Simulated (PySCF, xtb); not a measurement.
Au2, SMILES [Au][Au], multiplicity 1.

GFN2-xTB run with xtb at its own geometry gives an orbital gap of 3.37 eV and a dipole moment of 0.00 D.

Geometry: B3LYP-D3(BJ)/def2-TZVPD. The spin state was assumed, not searched. The def2 effective core potentials stand for the cores of Au; spin–orbit coupling is left out.

Task: What does HF/def2-TZVPD in PySCF give? (The exact figures need the calculation; the answer reports its results.)

Result: gap 7.58 eV (levels -7.86 and -0.28 eV), dipole 0.00 D.
